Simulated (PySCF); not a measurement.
**Electron correlation in Zn(2+) (zinc, charge +2)**

[Ar] 3d10, closed-shell 1S. Computed with PySCF 2.14 in cc-pVDZ-PP with ECP10MDF (4s4p3d1f, 38 functions), with a scalar-relativistic core potential. Frozen: 3s2 3p6; 10 electrons correlated.

Total MP2 correlation energy: -358.81 mhartree.

Same-spin part -132.78 and opposite-spin part -226.03 mhartree; SCS-MP2 scales them by 1/3 and 6/5 to -315.50 mhartree.

| level | correlation energy (mhartree) |
| --- | --- |
| CCSD | -325.27 |
| (T) | -4.64 |
| CCSD(T) | -329.91 |

Diagnostics: T1 = 0.0063, D1 = 0.0090, largest double amplitude 0.020.

Cost of the coupled-cluster step: 0.21 s of wall time on 1 thread of Neoverse-V2 (shared host), for 10 correlated electrons.
